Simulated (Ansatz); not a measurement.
A nudged elastic band was laid between two geometries of Cl2H3InOS (8 atoms, charge 0, multiplicity 1).

Theory: RKS revPBE-D4/def2-SVP (Ansatz).

* movable images: 9
* climbing image: yes
* spring: 5.0 eV/Å²
* optimiser: quadratic models (default)
* start path: through a guess of the saddle point
* force threshold: 0.2 eV/Å
* iteration limit: 60
* end points: relaxed

Initial state:

```xyz
8
Properties=species:S:1:pos:R:3
In 0.028 0.176 0.118
O -0.031 -0.170 2.162
H -0.881 -0.573 2.430
Cl 2.115 -0.235 -0.927
Cl -2.012 0.093 -1.087
S 0.433 2.683 1.232
H 1.776 2.439 1.232
H 0.196 1.685 2.195
```

Final state:

```xyz
8
Properties=species:S:1:pos:R:3
In 0.316 0.742 0.027
O -0.135 -0.187 2.172
H -1.064 -0.459 1.996
Cl 2.129 -0.526 -0.821
Cl -1.909 0.004 -0.486
S 0.571 3.020 0.848
H 1.930 2.900 0.871
H -0.215 0.604 2.747
```

Which bonds break or form, and what moves?

Bonds broken: S6–H8. Bonds formed: O2–H8.

Give the energies along the band, and the barrier.

It converged. The highest image is number 0 of 0 to 10, 0.0 kcal/mol above the first end and 19.4 kcal/mol above the last; the last end lies 19.4 kcal/mol below the first. The highest image is an end point: on this band no image between the ends rises above it. The orbitals stay closed-shell, which can raise the energy where a bond breaks towards radicals; this wasn't checked here.

```
image  path coordinate (Å)  energy (kcal/mol)  S6–H8 (Å)  O2–H8 (Å)
    0                 0.00                0.0       1.41       1.87
    1                 0.21               -0.1       1.44       1.69
    2                 0.46               -1.0       1.57       1.42
    3                 0.70               -7.2       1.79       1.17
    4                 0.95              -14.8       2.04       1.04
    5                 1.19              -17.7       2.29       1.00
    6                 1.44              -18.6       2.49       0.99
    7                 1.68              -19.1       2.63       0.99
    8                 1.93              -19.3       2.78       0.99
    9                 2.17              -19.4       2.96       0.98
   10                 2.41              -19.4       3.17       0.98
```

Time of the run: 93 s on 4 threads of Arm Neoverse V2, on a shared host, peak memory 0.17 GiB.
